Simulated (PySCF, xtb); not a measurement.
GaH6NSi: which of two isomers lies lower

Structure a is `[SiH3][NH][GaH2]`, a singlet and structure b is `[NH2][GaH][SiH3]`, a singlet. Both are isolated molecules in the gas phase, relaxed with PBE0-D4/def2-SVP; the shapes shown needn't be the lowest conformers.

a (Å):

```tsv
atom	x (Å)	y (Å)	z (Å)
Ga	-1.2278	-0.1266	2.1275
N	-0.0220	-0.1491	0.7463
Si	0.4803	-1.4913	-0.2409
H	-0.2593	-2.6992	0.2321
H	0.1780	-1.2754	-1.6931
H	1.9526	-1.7535	-0.1396
H	0.4109	0.7459	0.5291
H	-1.4610	1.2567	2.8189
H	-1.9069	-1.4867	2.4832
```

b (Å):

```yaml
atoms:
  - { symbol: Ga, position_ang: [1.5631, 0.4186, 0.4231] }
  - { symbol: N, position_ang: [0.9189, -0.7807, -0.7746] }
  - { symbol: Si, position_ang: [1.0653, 0.0445, 2.7436] }
  - { symbol: H, position_ang: [0.3680, -1.5945, -0.5284] }
  - { symbol: H, position_ang: [1.0650, -0.7227, -1.7757] }
  - { symbol: H, position_ang: [2.3924, 1.6008, -0.1890] }
  - { symbol: H, position_ang: [2.3207, -0.0851, 3.5513] }
  - { symbol: H, position_ang: [0.2613, -1.2033, 2.9486] }
  - { symbol: H, position_ang: [0.2843, 1.1879, 3.3164] }
```

Task: Estimate E(b) − E(a) at the level CCSD(T)/def2-SVP + ΔMP2/def2-TZVPP.

Result: Calculated at CCSD(T)/def2-SVP + ΔMP2/def2-TZVPP: E(b) − E(a) = +8.5 kcal/mol, so structure a lies lower.

How the difference moves with the method:

```json
{"level": "GFN2-xTB", "geometry": "GFN2-xTB", "E(b) − E(a) (kcal/mol)": "+10.8", "departure from the last row (kcal/mol)": "+2.3", "job, with rough time for the two": "optimisation, 0.18 s"}
{"level": "HF/STO-3G", "geometry": "GFN2-xTB", "E(b) − E(a) (kcal/mol)": "+6.8", "departure from the last row (kcal/mol)": "−1.8", "job, with rough time for the two": "single point, 1.6 s"}
{"level": "r2SCAN-D4/def2-SVP", "geometry": "GFN2-xTB", "E(b) − E(a) (kcal/mol)": "+5.2", "departure from the last row (kcal/mol)": "−3.3", "job, with rough time for the two": "single point, 22 s"}
{"level": "PBE0-D4/def2-SVP", "geometry": "PBE0-D4/def2-SVP", "E(b) − E(a) (kcal/mol)": "+4.8", "departure from the last row (kcal/mol)": "−3.7", "job, with rough time for the two": "optimisation, 2.8 min"}
{"level": "HF/def2-SVP", "geometry": "PBE0-D4/def2-SVP", "E(b) − E(a) (kcal/mol)": "+11.3", "departure from the last row (kcal/mol)": "+2.8", "job, with rough time for the two": "part of the CCSD(T) run"}
{"level": "MP2/def2-SVP", "geometry": "PBE0-D4/def2-SVP", "E(b) − E(a) (kcal/mol)": "+9.7", "departure from the last row (kcal/mol)": "+1.2", "job, with rough time for the two": "part of the CCSD(T) run"}
{"level": "CCSD(T)/def2-SVP", "geometry": "PBE0-D4/def2-SVP", "E(b) − E(a) (kcal/mol)": "+8.1", "departure from the last row (kcal/mol)": "−0.4", "job, with rough time for the two": "single point"}
{"level": "CCSD(T)/def2-SVP + ΔMP2/def2-TZVPP", "geometry": "PBE0-D4/def2-SVP", "E(b) − E(a) (kcal/mol)": "+8.5", "departure from the last row (kcal/mol)": "", "job, with rough time for the two": "single point, 78 s"}
```

As drawn, b has 1 Ga–Si, 1 N–H in place of 1 N–Si, 1 Ga–H.

None of the levels shown reverses the order. The largest departure from CCSD(T)/def2-SVP + ΔMP2/def2-TZVPP is that of PBE0-D4/def2-SVP, 3.7 kcal/mol. The last row adds to CCSD(T) the change of the MP2 difference between the two basis sets, here +0.4 kcal/mol.

With thermal terms from frequencies at re-optimised GFN2-xTB minima (ideal gas, soft modes damped towards free rotors, one conformer each, 298.15 K, 1 atm): on the last row, ΔE + ΔZPE = +9.9, ΔH = +10.2, ΔG = +9.6 kcal/mol.

The correlated steps freeze 15 core orbitals; the filled d shell of Ga is correlated, in a basis made for valence electrons. Codes used: PySCF 2.14.0, xtb 6.7.1; the last row on 2 threads of Arm Neoverse V1 on a shared host.
